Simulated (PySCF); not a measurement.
Identify the unknown among the candidates.

All candidates are C7H14.

| technique | computed result |
| --- | --- |
| 1H NMR | chemical shifts (computed TMS as zero) by class: 0.88 (9 H), 0.58 (1 H), 0.32 (2 H), 0.26 (2 H) ppm [GIAO PBE0/pcSseg-1] |
| Dipole | 0.09 D [PBE0/pcSseg-1] |
| 13C NMR | chemical shifts (computed TMS as zero) by class: 31.9 (1 C), 29.6 (3 C), 25.6 (1 C), 2.3 (2 C) ppm [GIAO PBE0/pcSseg-1] |
| Rotational structure | rotational constants A, B, C: 3.743, 2.016, 1.904 GHz [GFN2-xTB] |

Gas-phase values; electronic properties from PySCF, density fitting. Levels stand in brackets. Isolated species at its GFN2-xTB geometry, gas phase. NMR classes are plain means over equivalent atoms (diastereotopic ones count apart unless rotation or inversion swaps them), as if these changed places fast.

Task: Which candidate is it?
A. `CC(C)(C)C1CC1`
B. `CC(C)C1CCC1`
C. `C1CCCCCC1`

Result: A. It is `CC(C)(C)C1CC1`. Numbering: `[CH3:1][C:2]([CH3:3])([CH3:4])[CH:5]1[CH2:6][CH2:7]1`. Its formula, C7H14, gives 1 degree of unsaturation: 1 ring and 0 π bonds in the structure found. 7 carbons fall into 4 classes; from least to most shielded: quaternary sp3 carbon [C2] (31.9 ppm), methyl carbon [C1/C3/C4] (29.6 ppm, 3 C, up to 10.3 ppm apart in this geometry), three-membered-ring carbon [C5] (25.6 ppm), three-membered-ring carbon [C6/C7] (2.3 ppm, 2 C). Hydrogen classes from least to most shielded: 9 H on 3 methyl carbons, C1/C3/C4 (0.88 ppm, a mean of values up to 0.8 ppm apart in this geometry), 1 H on a three-membered-ring carbon, C5 (0.58 ppm), 2 H on 2 three-membered-ring carbons, C6/C7 (0.32 ppm), 2 H on 2 three-membered-ring carbons, C6/C7 (0.26 ppm). The optimised geometry has point group Cs and is an asymmetric top.

The others, at the same levels:
- `C1CCCCCC1` fails: it has 1 carbon class against 4; its computed 13C shifts are 31.6 (7 C) ppm, 1H shifts are 1.56 (14 H) ppm and rotational constant A is 3.220 GHz (against 3.743 GHz).
- `CC(C)C1CCC1` fails: it has 5 carbon classes against 4; its computed 13C shifts are 43.2 (1 C), 41.7 (1 C), 27.7 (2 C), 21.2 (2 C), 16.4 (1 C) ppm, 1H shifts are 2.13 (2 H), 1.94 (1 H), 1.77 (1 H), 1.73 (1 H), 1.69 (2 H), 1.19 (1 H), 0.82 (6 H) ppm and rotational constant A is 4.660 GHz (against 3.743 GHz).

Each candidate is one conformer, not necessarily the lowest. The conformers computed, where there is a choice (atom-mapped SMILES and torsion angles):
- `[CH3:1][C:2]([CH3:3])([CH3:4])[CH:5]1[CH2:6][CH2:7]1`: C1–C2–C5–C6 84°
- `[CH3:1][CH:2]([CH3:3])[CH:4]1[CH2:5][CH2:6][CH2:7]1`: C1–C2–C4–C5 171°
